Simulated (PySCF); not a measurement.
Compound: C6H14OSi.
Bonds: C1–C2, C2–Si3, Si3–C4, C4–C5, C5–O6, O6–C7, C7–C8, Si3–C8. Hydrogens: H9, H10, H11 on C1; H12, H13 on C2; H14 on Si3; H15, H16 on C4; H17, H18 on C5; H19, H20 on C7; H21, H22 on C8.

A linear-response calculation (PySCF, def2-SVPD basis, gas phase, vertical, core orbitals frozen in the response) gave these numbers; the functional is withheld.

Orbital energies (eV): HOMO-3 -8.33, HOMO-2 -7.95, HOMO-1 -7.75, HOMO -7.06, LUMO 0.43, LUMO+1 0.54, LUMO+2 0.72.

```
state  E (eV)       f  main configurations (H = HOMO, L = LUMO)
   S1    6.70   0.010                               H→L+1 (90%)
   S2    6.85   0.013                                 H→L (90%)
   S3    7.01   0.023                               H→L+2 (96%)
   S4    7.25   0.022                               H→L+3 (96%)
   S5    7.38   0.011                H-1→L (51%), H-1→L+1 (46%)
   S6    7.44  0.0053                H-1→L+1 (48%), H-1→L (43%)
```

Triplets, Tamm–Dancoff:

```tsv
state	E (eV)	λ (nm)	main configurations (H = HOMO, L = LUMO)
T1	6.56	188.9	H→L+1 (88%)
T2	6.78	182.9	H→L (86%)
T3	6.93	178.9	H→L+2 (93%)
T4	7.18	172.6	H→L+3 (91%)
```

Vertical ionisation energy by ΔSCF with the same functional: 9.07 eV. Mean static polarisability: 101.9 au.

Question: Name the functional.
A. HF
B. wB97X-D
C. B3LYP
D. PBE

Answer: C. B3LYP is a global hybrid with 20% exact exchange. In this run −ε(HOMO) = 7.06 eV differs from the ΔSCF value by -2.01 eV, and S1 differs from the orbital gap of 7.49 eV by -0.79 eV. The ratio −ε(HOMO)/IP is 0.78. Small neutral molecules mostly give 0.67 to 0.83 with B3LYP, 0.5 to 0.7 with PBE, 0.89 to 0.99 with wB97X-D; with Hartree–Fock the ratio is 1 or more (Koopmans' value less the relaxation energy is the ΔSCF value). The other options: PBE, a GGA without exact exchange; HF, time-dependent Hartree–Fock, 100% exact exchange; wB97X-D, range-separated, 22% exact exchange at short range and 100% at long range (ω = 0.2 bohr⁻¹).

Computed with TDDFT B3LYP/def2-SVPD, vertical, gas phase, core orbitals frozen in the response in PySCF. Isolated species at its PBE0-D3(BJ)/def2-SVP geometry (one conformer only).

Without π bonds the low states are Rydberg-like; a valence basis with one diffuse set may place them up to an eV too high.
